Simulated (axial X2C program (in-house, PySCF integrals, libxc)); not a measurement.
# Nuclear properties of GaCl⁺

Computed with an in-house all-electron X2C program for linear molecules (integrals from PySCF): two-component X2C with atomic mean-field Coulomb and Gaunt terms, Gaussian nuclei, basis Ga dyall-cv3z, Cl dyall-av3z with contracted cores.

R = 2.101 Å (near the PBE0 minimum at charge 1 of the determinant lowest at the starting distance; the state shown can have its own minimum elsewhere).

Determinant lowest in the PBE0 search, Ω = 1/2 (⟨Sz⟩ = 0.50, ⟨Lz⟩ = 0.00 at PBE0), spin on the atoms Ga 0.33, Cl 0.17:

```
    level  Eeff magnitude (GV/cm)  Ws magnitude Ga (kHz)  A∥/gI Ga (MHz)  qzz Ga (a.u.)  A∥/gI Cl (MHz)  qzz Cl (a.u.)
     PBE0                    3.82                   3.21            3810          -1.96             198           3.36
       HF                     4.5                   3.77            3890          -2.73             173           3.07
   r2SCAN                    3.91                   3.29            3950          -1.96             226           3.23
BHandHLYP                    4.07                   3.42            3720          -2.07             205           3.45
      LDA                    3.43                   2.89            3810          -1.63             232           3.46
```

Determinant 2.03 eV from it at PBE0 and this distance, Ω = 3/2 (⟨Sz⟩ = 0.50, ⟨Lz⟩ = 1.00 at PBE0), spin on the atoms Ga 0.00, Cl 0.50:

```json
{"level": "PBE0", "Eeff magnitude (GV/cm)": "0.0583", "Ws magnitude Ga (kHz)": "0.0192", "Ws magnitude Cl (kHz)": "0.00365", "A∥/gI Ga (MHz)": "19.4", "qzz Ga (a.u.)": "-2.03", "A∥/gI Cl (MHz)": "363", "qzz Cl (a.u.)": "-2.46"}
{"level": "HF", "Eeff magnitude (GV/cm)": "0.111", "Ws magnitude Ga (kHz)": "0.0388", "Ws magnitude Cl (kHz)": "0.00653", "A∥/gI Ga (MHz)": "24.4", "qzz Ga (a.u.)": "-1.99", "A∥/gI Cl (MHz)": "375", "qzz Cl (a.u.)": "-2.51"}
{"level": "r2SCAN", "Eeff magnitude (GV/cm)": "0.0515", "Ws magnitude Ga (kHz)": "0.0178", "Ws magnitude Cl (kHz)": "0.00393", "A∥/gI Ga (MHz)": "25", "qzz Ga (a.u.)": "-2.09", "A∥/gI Cl (MHz)": "373", "qzz Cl (a.u.)": "-2.49"}
{"level": "BHandHLYP", "Eeff magnitude (GV/cm)": "0.0567", "Ws magnitude Ga (kHz)": "0.0196", "Ws magnitude Cl (kHz)": "0.00412", "A∥/gI Ga (MHz)": "20.5", "qzz Ga (a.u.)": "-2.01", "A∥/gI Cl (MHz)": "375", "qzz Cl (a.u.)": "-2.54"}
{"level": "LDA", "Eeff magnitude (GV/cm)": "0.0586", "Ws magnitude Ga (kHz)": "0.0176", "Ws magnitude Cl (kHz)": "0.00265", "A∥/gI Ga (MHz)": "19.6", "qzz Ga (a.u.)": "-2.09", "A∥/gI Cl (MHz)": "372", "qzz Cl (a.u.)": "-2.51"}
```

Eeff is the effective electric field on the electron electric dipole moment in this Ω state and Ws the scalar–pseudoscalar constant of the nucleus named (defined with the proton number Z and per Ω); A∥ (defined per Ω) follows by multiplying with gI = μI/(I μN); qzz is the electric field gradient, eQq0 = 234.96 MHz × Q/barn × qzz. The operators were transformed with the bare-nucleus X2C matrices; with these basis sets, hyperfine constants and field gradients can be off by tens of per cent, and where levels differ in sign neither size nor sign is settled.

Task: With gI(69Ga) = 1.3444, Q(69Ga) = 0.171 barn, gI(35Cl) = 0.5479, Q(35Cl) = -0.08112 barn (g factors from the IAEA table of nuclear moments by Stone; Q from Pyykkö, Mol. Phys. 2018), turn the PBE0 values of the first state into constants in MHz.

Result: A∥(69Ga) = 3810 × 1.3444 = 5120 MHz; eQq0(69Ga) = 234.96 × (0.171) × (-1.96) = -78.7 MHz; A∥(35Cl) = 198 × 0.5479 = 108 MHz; eQq0(35Cl) = 234.96 × (-0.08112) × (3.36) = -64 MHz.

Each state is one determinant with collinear spin. Unrestricted Hartree–Fock can overshoot spin polarisation at the nuclei. Where Eeff spreads by more than a factor of two the levels disagree and none is to be relied on. The search compared states at one distance, so a state with another bond length can lie lower. PBE0 term energies can be off by some tenths of an eV.
